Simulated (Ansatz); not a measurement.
Computed with Ansatz on PBE0-D4/def2-TZVP structures; ΔE is electronic, products minus reactants. CCSD(T)/CBS is the MP2 limit (def2-TZVPP, def2-QZVPP) plus CCSD(T) − MP2 in def2-TZVPP, frozen cores. This one scheme is used for every species. Functionals use def2-TZVPP. B3LYP here is the variant with VWN-RPA as its local correlation; programs differ in this. One conformer a species, not always the lowest.

Consider the formal exchange of groups at a B–O bond: `CB(O)F` + `NCF` → `CB(F)C(N)F` + H₂O.

Is it downhill or uphill in electronic energy at CCSD(T)/CBS, and by how much? (Estimate.)

Ansatz gave: Uphill: ΔE = +158.8 kJ/mol.

What do these levels give: r2SCAN-D4, B3LYP-D4, ωB97X-V, ωB97M-V, r2SCAN, PBE0, MP2/def2-TZVPP, SCS-MP2/def2-TZVPP, CCSD/def2-TZVPP, CCSD(T)/def2-TZVPP, HF/CBS(def2), CCSD/CBS(def2)? (Estimate.)

The calculation gave: r2SCAN-D4 163.9, B3LYP-D4 163.5, ωB97X-V 160.8, ωB97M-V 161.3, r2SCAN 165.4, PBE0 163.7, MP2/def2-TZVPP 164.9, SCS-MP2/def2-TZVPP 166.9, CCSD/def2-TZVPP 165.0, CCSD(T)/def2-TZVPP 163.2, HF/CBS(def2) 180.2, CCSD/CBS(def2) 160.6 kJ/mol.

Largest T1 diagnostic among the species: 0.012.

In def2-TZVPP, CCSD(T) changes the Hartree–Fock value by −17.3 kJ/mol (the triples alone add −1.8 kJ/mol) and MP2 by −15.6 kJ/mol. The D4 term adds −6.9 kJ/mol with B3LYP and −4.0 kJ/mol with PBE0; it sums over pairs of atoms, weighted by their polarisabilities, and B3LYP, whose exchange is more repulsive, gets the larger term.
